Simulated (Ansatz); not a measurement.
Cost and result for the atomization energy of `C[Si](N)([SiH3])Cl` (13 atoms, 12 bonds).

```xyz
13

C     0.382   -0.677    1.661
Si    0.390    0.276    0.065
N    -0.416    1.764    0.313
Si   -0.605   -0.808   -1.753
Cl    2.399    0.506   -0.471
H     0.879   -0.103    2.448
H    -0.642   -0.889    1.976
H     0.918   -1.621    1.549
H    -0.592    2.379   -0.465
H    -0.245    2.293    1.155
H     0.186   -2.006   -2.139
H    -1.993   -1.236   -1.424
H    -0.662    0.124   -2.913
```

The species carries charge 0 and has multiplicity 1. The structure was optimised at the PBE0-D4/def2-TZVP level. It is one conformer, not always the lowest. Program: Ansatz. All runs use 4 threads of an Intel Xeon Platinum 8488C on a shared host. Times are those of one run each, without the atoms' runs, and a repeat can differ threefold. Electronic energies, without spin–orbit coupling; frozen cores. CCSD(T)/CBS adds CCSD(T) − MP2 in def2-TZVPP to the MP2 limit, and its time is that of the two runs behind it. T1 = 0.011. B3LYP takes the VWN-RPA correlation (the form of Gaussian; ORCA's B3LYP/G).

CCSD(T)/CBS is a level of theory with its own doubt, some kJ/mol a heavy atom from the limit and from the frozen cores, so smaller differences don't rank the functionals.

| level | functions | wall time | atomization (kcal/mol) | difference from CCSD(T)/CBS | per bond |
| --- | --- | --- | --- | --- | --- |
| LDA (SPW92)/def2-TZVPP | 300 | 1.4 s | 1182.2 | 125.9 | 10.5 |
| PBE-D4/def2-TZVPP (with forces) | 300 | 2.5 s | 1060.9 | 4.6 | 0.4 |
| PBE0-D4/def2-TZVPP | 300 | 3.3 s | 1051.5 | -4.8 | -0.4 |
| BHLYP-D4/def2-TZVPP | 300 | 3.5 s | 1035.9 | -20.4 | -1.7 |
| CAM-B3LYP-D4/def2-TZVPP | 300 | 3.9 s | 1058.2 | 1.9 | 0.2 |
| CCSD(T)/def2-SVP | 122 | 4.3 s | 979.8 | -76.5 | -6.4 |
| B3LYP-D4/def2-TZVPP (with forces) | 300 | 5 s | 1054.9 | -1.4 | -0.1 |
| B2PLYP/def2-TZVPP | 300 | 6 s | 1040.2 | -16.1 | -1.3 |
| PBE-QIDH/def2-TZVPP | 300 | 6 s | 1045.2 | -11.1 | -0.9 |
| B97M-V/def2-TZVPP | 300 | 7 s | 1060.6 | 4.3 | 0.4 |
| MP2/def2-QZVPP | 564 | 23 s | 1049.8 | -6.5 | -0.5 |
| CCSD(T)/def2-TZVPP | 300 | 2.8 min | 1026.2 | -30.1 | -2.5 |
| CCSD(T)/CBS(def2) | – | 3.1 min | 1056.3 | 0.0 | 0.0 |

From PBE to PBE0 (25 % exact exchange), in def2-TZVPP and without D4, the atomization energy moves by −8.2 kcal/mol: exact exchange takes away binding that semilocal exchange gives to molecules. In def2-TZVPP, CCSD(T) changes the Hartree–Fock value by +245.1 kcal/mol (the triples alone add +12.7 kcal/mol) and MP2 by +250.8 kcal/mol; breaking electron pairs costs correlation energy, which Hartree–Fock lacks. At CCSD(T), def2-SVP lies −76.5 kcal/mol from the extrapolated value and def2-TZVPP −30.2 kcal/mol: correlation converges slowly with the basis, and small sets miss more of it in the bonded molecule than in its fragments.
